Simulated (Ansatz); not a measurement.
Species: H13NSi5, SMILES `[SiH3][Si]([SiH3])([SiH3])[SiH2]N` (H–N–Si–Si torsion 168°, N–Si–Si–Si torsion -160°) (charge 0, multiplicity 1), formula H₁₃NSi₅.

Q: How many basis functions does frozen-core CCSD(T)/cc-pVTZ // PBE0-D3(BJ)/def2-SVP run with Ansatz (an electronic-structure program) use, how many core orbitals are frozen, and how many electrons are correlated?

A: 382 basis functions and 26 frozen orbitals, which leaves 38 correlated electrons. Core time is of the order of hours.
